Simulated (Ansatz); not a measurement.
System: sum formula Si2NH4Cl3 (charge 0, singlet). 
Coordinates optimised at B3LYP-D3(BJ)/def2-TZVP (Ansatz, a first-principles code):
```
N
H 1 1.0116
Si 1 1.6901 2 115.35
Si 1 1.7482 2 114.91 3 -179.64
H 4 1.4779 1 111.23 2 120.06
H 4 1.4780 5 108.80 1 -122.99
H 4 1.4794 5 109.94 6 -120.37
Cl 3 2.0434 1 107.38 2 178.47
Cl 3 2.0467 1 111.99 2 58.31
Cl 3 2.0471 1 112.26 2 -61.51
```
Charge 0, spin multiplicity 1.

Basis-set convergence of Hartree-Fock and CCSD(T) correlation energies (hartree) with Ansatz. Cores are frozen in the correlated levels unless marked. No spin-orbit coupling. No relativistic terms.

```csv
basis,functions,E(HF),"E(corr, CCSD(T))"
aug-cc-pV(D+d)Z,219,-2013.40640,-0.92530
aug-cc-pV(T+d)Z,413,-2013.49541,-1.15417
aug-cc-pV(Q+d)Z,709,-2013.51532,-1.23166
```

Extrapolating the two largest sets (X = 3 and 4) as X^-3: E(corr) = (64·(-1.23166) - 27·(-1.15417))/37 = -1.2882 Eh, an estimate of the basis-set limit. The largest set recovers 95.6 % of it, the smallest 71.8 %.
